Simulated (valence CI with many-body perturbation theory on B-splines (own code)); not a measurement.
How close is CI+MBPT for W²⁺?

Computed by configuration interaction combined with many-body perturbation theory (CI+MBPT): four valence electrons over a frozen Dirac-Fock core [Xe] 4f14, a basis of 9 s, 9 p, 10 d, 8 f, 5 g, 3 h, 1 i functions for each j, with the one-electron correlation potential Σ1, the two-electron term Σ2, the three-electron term Σ3, Breit, model QED; selected CI, second order for the rest, scaled by the run's own slope (own B-spline code, finite nucleus).

Set against measurement, 9 paired levels are off by 381 cm⁻¹ on average, the worst by 1000. These come from a selection out of NIST levels as listed in McCann et al., Mon. Not. R. Astron. Soc. 538, 537 (2025). Levels without a partner in it may be off by more, other configurations by 1,000 to 8,000 cm⁻¹. Among the levels kept, up to 420 cm⁻¹ of a level comes from second order outside the variational space, and about a tenth of that is noise between levels of different J, which matters for small intervals. Only levels of the ground parity were solved; by the run's estimate the other parity begins above the list, which can be wrong where configurations are misplaced.

Measured levels: NIST levels as listed in McCann et al., Mon. Not. R. Astron. Soc. 538, 537 (2025). Pairs share parity and J, and are chosen by configuration, term and nearness in energy; levels without a clear partner are left out. Energies in cm⁻¹ above the measured ground level. The last column is blank where CI alone has no clear partner.

Names give the largest LS component (configuration and term), which can be under half, so a name can repeat, a term be missing and a line seem to break the LS rules; names also repeat where a configuration has a term twice.

```
Computed label  Label in the source  Measured  Computed  Difference  CI alone, difference
      5d⁴ ⁵D_0               5d4 5D         0       0.0           0                     0
      5d⁴ ⁵D_1               5d4 5D    2256.2    2108.2        -148                  -279
      5d⁴ ⁵D_2               5d4 5D    4461.2    4243.3        -218                  -512
      5d⁴ ⁵D_3               5d4 5D    6277.8    6064.2        -214                  -760
      5d⁴ ⁵D_4               5d4 5D    7686.7    7536.1        -151                  -986
      5d⁴ ³P_0               5d4 3P    9904.3   10146.9        +243                 -2750
    5d³6s ⁵F_1            5d3 6s 5F   10968.5   11968.7       +1000                 -7136
    5d³6s ⁵F_2            5d3 6s 5F   12427.1   13395.1        +968                 -7361
      5d⁴ ³P_1               5d4 3P   12881.0   13329.7        +449                 -4094
      5d⁴ ³H_4               5d4 3H   13700.9   13741.2         +40                 -1132
```

Over 9 excited levels the mean absolute difference is 381 cm⁻¹, the median 218 and the largest 1000. For the 9 levels that pair on every rung the mean is CI alone 2779, + Σ1 1417, + Σ2 177, + Σ3 288, + Breit 328, + QED 381. The comparison draws on a selection of the measured levels: 10 of the 64 computed ones have a partner in it, and others may be off by more.
